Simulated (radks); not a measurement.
Valence configurations of the rhenium ion Re+ (all share [Xe]). All-electron calculation, Dirac Kohn-Sham, PBE, spin-unpolarised, spherical densities, finite nucleus; open shells fill j = l - 1/2 first; Fermi nuclear charge, rms radius 5.3698 fm. Program: a radial shooting solver on a logarithmic mesh with Libxc functionals. Energies are relative to 4f14 5d5 6s1; eigenvalues in eV.

valence,E (eV),e(4f5/2),e(4f7/2),e(5d3/2),e(5d5/2),e(6p1/2)
4f14 5d5 6s1,0.000,-50.861,-48.350,-13.258,-12.342,-
4f12 5d5 6s1 6p2,107.09,-80.021,-77.311,-22.701,-21.351,-10.368
4f13 5d5 6s1 6p1,47.005,-64.960,-62.350,-17.800,-16.669,-8.970
4f13 5d5 6s2,41.415,-63.726,-61.117,-16.718,-15.605,-
4f13.5 5d5.5 6s1,19.041,-55.710,-53.151,-13.957,-12.977,-
4f14 5d3 6s1 6p2,13.933,-59.470,-56.955,-19.334,-,-10.036
4f13 5d5 6p2,52.716,-66.146,-63.537,-18.829,-17.680,-9.538
4f12 5d7 6s1,89.062,-70.911,-68.204,-16.022,-14.851,-
4f14 5d5 6p1,5.097,-52.085,-49.574,-14.324,-13.388,-8.161
4f13 5d6 6s1,40.193,-60.671,-58.062,-14.649,-13.606,-

NIST lists [Xe] 4f14 5d5 6s1 as the ground configuration; this level of theory agrees among the configurations tried. The energies are those of spherical spin-averaged densities, not of single terms.
